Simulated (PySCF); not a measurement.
Spin states of OsO

Unrestricted PBE0; Os x2c-TZVPPall, O x2c-TZVPPall; spin-free X2C with a Gaussian nucleus (PySCF 2.14). Outer shells of the fragments: Os 5d6 6s2; O 2s2 2p4.

Followed along the bond (rough minima from three points):

| 2Ms+1 | unpaired | ⟨S²⟩ at the start | R at minimum (Å) | Te (eV) |
| --- | --- | --- | --- | --- |
| 5 | σ ↑, π ↑↑, δ ↑ | 6.02 | 1.70 | 0.00 |
| 5 | π ↑↑, δ ↑↑ | 6.03 | 1.71 | 0.19 |
| 3 | π ↑, δ ↑ | 2.13 | 1.64 | 0.22 |
| 3 | π ↑, δ ↑ | 2.21 | 1.64 | 0.34 |
| 3 | σ ↑, π ↑↓, δ ↑ | 3.01 | 1.70 | 0.82 |
| 1 | σ ↑, π ↓↓, δ ↑ | 2.02 | 1.71 | 1.03 |

Solutions found at the starting distance of 1.825 Å, counted from the lowest of them; the search is not exhaustive and high or unbound solutions are not listed, so other states can lie among these:

```csv
2Ms+1,unpaired,term,E (eV),⟨S²⟩,⟨Lz²⟩,μ (D)
5,"σ ↑, π ↑↑, δ ↑",mixed,0.00,6.02,5.93,-3.93
5,"π ↑↑, δ ↑↑",mixed,0.13,6.03,1.91,-3.55
3,"π ↑, δ ↑",mixed,0.63,2.13,6.51,-3.36
3,"π ↑, δ ↑",mixed,0.69,2.21,6.94,-3.22
3,"σ ↑, π ↑↓, δ ↑",mixed,0.78,3.01,7.95,-3.79
1,"σ ↑, π ↓↓, δ ↑",mixed,0.97,2.02,5.94,-3.84
3,"π ↑↑, δ ↑↓",mixed,0.99,3.03,9.92,-3.23
1,"π ↓, δ ↑",mixed,1.04,1.05,6.56,-3.26
3,"σ ↓, π ↑↑, δ ↑",mixed,1.05,3.02,5.93,-4.02
5,"σ ↑, π ↑, δ ↑↑",mixed,1.21,6.02,2.94,-4.03
7,"σ ↑↑, π ↑↑, δ ↑↑",mixed,1.21,12.02,1.92,-1.49
1,"π ↑↓, δ ↑↓",mixed,1.27,2.01,11.28,-3.27
3,"σ ↑, π ↑",mixed,1.30,2.16,3.43,-3.36
3,"σ ↑, δ ↑",mixed,1.52,2.22,7.95,-3.47
```

A term symbol is given only where ⟨S²⟩ and ⟨Lz²⟩ are close to those of a pure state; real π, δ and φ orbitals otherwise mix terms. A positive dipole means Os(−)O(+).

Spin–orbit coupling is left out. With d or f electrons several states lie close, and the lowest PBE0 determinant need not be the measured ground state.
